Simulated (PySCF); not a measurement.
A GIAO shielding run with PySCF (density fitting, non-relativistic, gas phase) on `InChI=1S/C4H3S.C2H3N.Al.2H/c1-2-4-5-3-1;1-2-3;;;/h1-3H;1H3;;;`:

```
$ OMP_NUM_THREADS=1 python probes_run.py task.json out

{"job": {"kind": "nmr", "xc": "HF", "basis": "pcSseg-1", "pop": false}, "charge": 0, "multiplicity": 1}
C      0.319483     3.530238    -1.141553
C      0.125321     2.547361    -0.100278
N     -0.034914     1.757219     0.721385
Al    -0.349342     0.225802     2.032111
C     -0.472132    -1.243443     0.723036
C      0.493614    -2.170757     0.373704
C      0.092152    -3.088448    -0.637342
C     -1.191184    -2.859796    -1.065998
S     -1.888903    -1.537637    -0.224363
H      1.314676     3.986576    -1.042810
H      0.240758     3.043101    -2.124135
H     -0.448291     4.313050    -1.062062
H     -1.713037     0.733056     2.695724
H      1.013559     0.265642     2.868129
H      1.480037    -2.191882     0.843438
H      0.722758    -3.888778    -1.029098
H     -1.754663    -3.409376    -1.819721
```

Hardware: 1 thread of an Arm Neoverse V1, shared host. The job also computes ring-centre shieldings.

(1) How large is the calculation?

(2) How long does it take, and how much memory does it need?

(3) And these other runs on the same molecule and hardware: GIAO shielding at PBE0/pcSseg-1?

## Answers

(1) 80 electrons, 207 basis functions and 1112 auxiliary functions.

(2) 19 s of wall time, with 12 SCF cycles and 8 response iterations; peak memory 0.88 GiB. Times on a shared host scatter by some tens of per cent.

(3) PBE0/pcSseg-1: 207 functions, 36 s.
